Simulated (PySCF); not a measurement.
Two species compared at the same levels of theory.

First species: C₄H₈N₂O₂Si.
SMILES: `CO[Si@H](O)n1cccn1`

Second species: C4H9F3N2Si2.
SMILES: `CC#C[SiH2]N[Si@@H](N)C(F)(F)F`

Levels: PBE0/pcSseg-1 for dipole moment, HOMO energy, LUMO energy and HOMO–LUMO gap; GFN2-xTB for rotational constant A and rotational constant C. Geometries: GFN2-xTB. Each structure is a single optimised conformer of the isolated species, non-relativistic unless stated. Electronic properties by PySCF.

Dipoles, sizes and rotational constants follow the conformer. The torsions of the flexible species, by atom-mapped SMILES:
- `[CH3:1][O:2][Si@H:3]([OH:4])[n:5]1[cH:6][cH:7][cH:8][n:9]1`: C1–O2–Si3–O4 -60°, O2–Si3–N5–C6 -42°, H–O4–Si3–O2 -140°
- `[CH3:1][C:2]#[C:3][SiH2:4][NH:5][Si@@H:6]([NH2:7])[C:8]([F:9])([F:10])[F:11]`: C3–Si4–N5–Si6 -170°, Si4–N5–Si6–N7 -169°, N5–Si6–C8–F9 -171°, H–N7–Si6–N5 155°, H–N7–Si6–N5 -65°

Problem. Which of the two has the higher LUMO energy, and by how much?

Solution. The first: 0.27 eV against -0.11 eV, a difference of 0.38 eV.

Problem. Which of the two has the higher rotational constant A, and by how much?

Solution. The first: 3.202 GHz against 1.705 GHz, a difference of 1.497 GHz.

Problem. Which of the two has the higher HOMO energy, and by how much?

Solution. The first: -7.25 eV against -7.58 eV, a difference of 0.33 eV.

Problem. Which of the two has the higher dipole moment, and by how much?

Solution. The second: 4.60 D against 1.70 D, a difference of 2.90 D.

Problem. Which has the higher rotational constant C?

Solution. The first: 0.751 GHz against 0.302 GHz, a difference of 0.449 GHz.

On the first: The dipole equals about 5.7 × 10⁻³⁰ C·m (1 D = 3.33564 × 10⁻³⁰ C·m).

On the second: The dipole matches unit charges of opposite sign 0.96 Å apart (1 e·Å = 4.8032 D).
